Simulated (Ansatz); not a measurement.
A structure relaxed at PBE0-D4/def2-TZVP, charge 0, multiplicity 1:

```xyz
7

F     1.314   -0.050   -1.119
Si    0.124    0.147   -0.074
S     0.417   -0.922    1.726
S    -1.648   -0.664   -0.897
H     0.076    1.600    0.190
H     1.096    0.084    2.303
H    -1.379   -0.196   -2.129
```

Question: Give its formula and SMILES.

Answer: FH3S2Si, `F[SiH](S)S`.

Question: Summarise the bond lengths by kind.

Answer: 1 × F–Si 1.596 Å; 2 × S–Si 2.114 to 2.115 Å; 1 × H–Si 1.477 Å; 2 × H–S 1.344 to 1.345 Å.

All numbers were calculated with Ansatz.
